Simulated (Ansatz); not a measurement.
Breaking the Pb1–F3 bond in FHPb (SMILES [F][PbH]) (multiplicity 1 held, fragments rigid). Energies count from the point at 2.069 Å.
Geometry at that point (charge 0, multiplicity 1):
```xyz
3

Pb    -0.064    -0.120     0.150
H     -1.040    -1.073    -1.127
F      0.698     1.210    -1.240
```

Active spaces are followed from a long bond inwards. Curves can end on different states.

Frozen-core correlation. Filled d and f shells under p-block atoms count as core.

Run with Ansatz (Gaussian orbitals). Values without a source in brackets are computed. In def2 rows elements past Kr take small-core potentials, without spin–orbit coupling.

Problem. Predict the energy at R = 6.621 Å from FIC-NEVPT4(SD) on CASSCF(6,4)/def2-SVP.

Solution. 96.5 kcal/mol

Problem. Predict the energy at R = 6.621 Å from FIC-MRCISD+Q on CASSCF(6,4)/def2-SVP.

Solution. 94.4 kcal/mol

Problem. Give the energy at R = 6.621 Å at the level CASSCF(6,4)/def2-SVP.

Solution. 76.7 kcal/mol

Doubts at one or more of the structures used: active orbitals that take no part (CASSCF(6,4)/def2-SVP, FIC-NEVPT4(SD) on CASSCF(6,4)/def2-SVP, FIC-MRCISD+Q on CASSCF(6,4)/def2-SVP).

Ansatz is an electronic-structure program.
